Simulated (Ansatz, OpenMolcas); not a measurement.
# CH7GaSi (SMILES [CH3][GaH][SiH3]): methods side by side

The species is CH7GaSi (10 atoms), meant as a singlet with charge 0. SMILES: `[CH3][GaH][SiH3]`. The shape is that of a PBE0-D4/def2-TZVP optimisation.

```tsv
atom	x (Å)	y (Å)	z (Å)
C	-1.1233	1.3941	-0.6192
Ga	0.5615	0.6593	0.0933
Si	0.7867	-1.7053	0.5507
H	-1.9243	0.6566	-0.6704
H	-0.9470	1.7854	-1.6260
H	-1.4542	2.2365	-0.0057
H	1.7596	1.6546	0.3460
H	0.5310	-2.4962	-0.6888
H	2.1250	-2.1009	1.0697
H	-0.2317	-2.1351	1.5533
```

Each level gives the energy change with the C1–H6 bond stretched from 1.093 to 1.421 Å (eV). The values are calculated.

| level | kind | program | value (eV) |
| --- | --- | --- | --- |
| revPBE/6-31G* (spherical functions) (restricted) | GGA | Ansatz | 0.90 |
| M06-L/6-31G* (spherical functions) (restricted) | meta-GGA | OpenMolcas | 1.01 |
| PBE0/6-31G* (spherical functions) (restricted) | global hybrid | Ansatz | 1.01 |
| r2SCAN0/6-31G* (spherical functions) (restricted) | hybrid meta-GGA | Ansatz | 1.05 |
| B3LYP/6-31G* (Cartesian functions) (restricted) | global hybrid | OpenMolcas | 0.98 |
| HSE06/6-31G* (spherical functions) (restricted) | range-separated hybrid | Ansatz | 1.00 |
| B2PLYP/6-31G* (spherical functions) (restricted) | double hybrid | OpenMolcas | 1.01 |
| CCSD/6-31G* (spherical functions) (restricted) | coupled cluster or CI | Ansatz | 0.97 |

All-electron rows without a relativistic Hamiltonian named are non-relativistic. The first shape isn't each level's own minimum. The values span 0.90 to 1.05 eV. In the correlated wave-function rows the outer d shell of Ga is correlated, in sets not made for it.
